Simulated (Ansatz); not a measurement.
Reaction (formal exchange of groups at a C–Sn bond): `B[CH2][SnH]([Cl])[Cl]` + `BN` → `BCBN` + `[Cl][SnH2][Cl]`

Calculated with Ansatz (gas phase, PBE0-D4/def2-TZVP geometries, no zero-point term in ΔE). CCSD(T)/CBS is the MP2 limit (def2-TZVPP, def2-QZVPP) plus CCSD(T) − MP2 in def2-TZVPP, frozen cores. This one scheme is used for every species. Functionals use def2-TZVPP. Elements past krypton have def2 core potentials. For Sn outer-core shells are correlated without core-valence functions, which leaves a few kJ/mol of doubt a bond. Each species was taken in one conformer, which may not be the lowest.

`B[CH2][SnH]([Cl])[Cl]`:

Cartesian coordinates in Å:
```
B -1.267 -0.506 0.858
C 0.023 0.318 0.989
Sn 0.798 0.356 -1.018
Cl 2.748 -0.899 -1.027
Cl -0.660 -0.721 -2.471
H -1.233 -1.697 0.950
H -2.307 0.034 0.619
H 0.844 -0.140 1.543
H -0.091 1.374 1.240
H 1.146 1.881 -1.683
```

`BN`:

Z-matrix (Å, degrees):
```
B
N 1 1.385
H 1 1.197 2 119.0
H 1 1.197 2 119.0 3 -180.0
H 2 1.006 1 123.2 3 -0.0
H 2 1.006 1 123.2 3 180.0
```

`BCBN`:

Cartesian coordinates in Å:
```
B 0.042 -0.705 1.498
C -0.549 -0.820 0.082
B -0.360 0.645 -0.504
N 0.744 0.970 -1.283
H 1.169 -1.049 1.726
H -0.585 -0.203 2.388
H -0.040 -1.551 -0.551
H -1.628 -0.999 0.104
H -1.149 1.514 -0.266
H 0.889 1.887 -1.670
H 1.466 0.311 -1.524
```

`[Cl][SnH2][Cl]`:

```xyz
5

Cl   -0.598    0.700    1.996
Sn    0.188    0.038   -0.080
Cl   -1.534   -1.132   -1.094
H     1.470   -1.042    0.173
H     0.474    1.436   -0.995
```

Task: Is it downhill or uphill in electronic energy at CCSD(T)/CBS, and by how much? (An estimate is asked.)

Result: Computed: Uphill: ΔE = +11.6 kJ/mol.

Task: What do these levels give: B97M-V, PBE0-D4, PBE, revPBE, BLYP, r2SCAN0, BHLYP, MP2/def2-SVP, HF/def2-TZVPP, SCS-MP2/def2-TZVPP, HF/CBS(def2), CCSD/CBS(def2)? (An estimate is asked.)

Result: Ansatz gave: B97M-V -10.2, PBE0-D4 -0.6, PBE -3.5, revPBE -2.9, BLYP -0.7, r2SCAN0 -2.6, BHLYP -2.5, MP2/def2-SVP 0.2, HF/def2-TZVPP -3.0, SCS-MP2/def2-TZVPP 11.6, HF/CBS(def2) -3.0, CCSD/CBS(def2) 9.1 kJ/mol.

Largest T1 diagnostic among the species: 0.012.

The D4 term adds +5.9 kJ/mol with B3LYP and +3.5 kJ/mol with PBE0; it sums over pairs of atoms, weighted by their polarisabilities, and B3LYP, whose exchange is more repulsive, gets the larger term. In def2-TZVPP, CCSD(T) changes the Hartree–Fock value by +10.9 kJ/mol (the triples alone add +2.5 kJ/mol) and MP2 by +16.9 kJ/mol.

B3LYP here is the variant with VWN-RPA as its local correlation; programs differ in this.
